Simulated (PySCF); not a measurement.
Fractional electron number in Sc²⁺ (scandium, charge +2)

The 3d alpha orbital of [Ar] 3d1 is emptied in steps (occupation f), with all orbitals relaxed, ending at [Ar]. Calculation: PySCF 2.14, in def2-TZVPPD (6s6p4d2f1g, 67 functions); the non-relativistic Hamiltonian (point nucleus). The exact energy is a straight line in f; departures are measured from the line between the end points of the same method.

| f | PBE0 (eV) | r2SCAN (eV) | LC-wPBE (eV) |
| --- | --- | --- | --- |
| 1 | 0.000 | 0.000 | 0.000 |
| 0.8 | -0.786 | -1.012 | -0.331 |
| 0.6 | -1.186 | -1.527 | -0.503 |
| 0.4 | -1.193 | -1.534 | -0.510 |
| 0.2 | -0.799 | -1.025 | -0.344 |
| 0 | 0.000 | 0.000 | 0.000 |

Q: For r2SCAN, how does the orbital energy at f = 1 compare with the removal energy?

A: −ε = 18.922 eV against a total-energy difference of 25.205 eV. By Janak's theorem ε = ∂E/∂f, so the gap between them reflects the curvature. Along the path −ε is 21.376 (f = 0.8), 23.894 (f = 0.6), 26.455 (f = 0.4), 29.043 (f = 0.2) eV.

```json
{"method": "PBE0", "E(f=0) − E(f=1) (eV)": "25.286", "−ε at f=1 (eV)": "20.405", "−ε at f=0.4 (eV)": "26.250"}
{"method": "r2SCAN", "E(f=0) − E(f=1) (eV)": "25.205", "−ε at f=1 (eV)": "18.922", "−ε at f=0.4 (eV)": "26.455"}
{"method": "LC-wPBE", "E(f=0) − E(f=1) (eV)": "25.403", "−ε at f=1 (eV)": "23.365", "−ε at f=0.4 (eV)": "25.795"}
```

Reference removal energy between the ground levels: 24.757 eV (measured; NIST Atomic Spectra Database, ionization energies). The calculation has no spin-orbit coupling.
